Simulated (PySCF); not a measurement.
Computed Raman spectrum (relative Raman activity) of a molecule C5H8O. Coordinates come from a PBE0-D3(BJ)/def2-SVP optimisation. Other conformers were not sampled. Method: PBE0-D3(BJ)/def2-SVP (PySCF). Frequencies are harmonic and unscaled.

ν (cm⁻¹): 430 (vw), 595 (vw), 696 (vw), 832 (vw), 893 (vw), 972 (vw), 1008 (vw), 1205 (w), 1258 (w), 1297 (vw), 1334 (w), 1426 (w), 1439 (vw), 1475 (w), 1499 (w), 1774 (w), 2994 (m), 3000 (vs), 3065 (s), 3103 (s), 3138 (s), 3148 (m), 3161 (s), 3260 (m) (against the strongest line: vs over 80 %, s over 45 %, m over 15 %, w over 4 %, vw less)

Which molecule gave these data?
A) C=C1CCOC1
B) C1=COCCC1
C) C=C=COCC
D) C=C1CCCO1

A, C=C1CCOC1
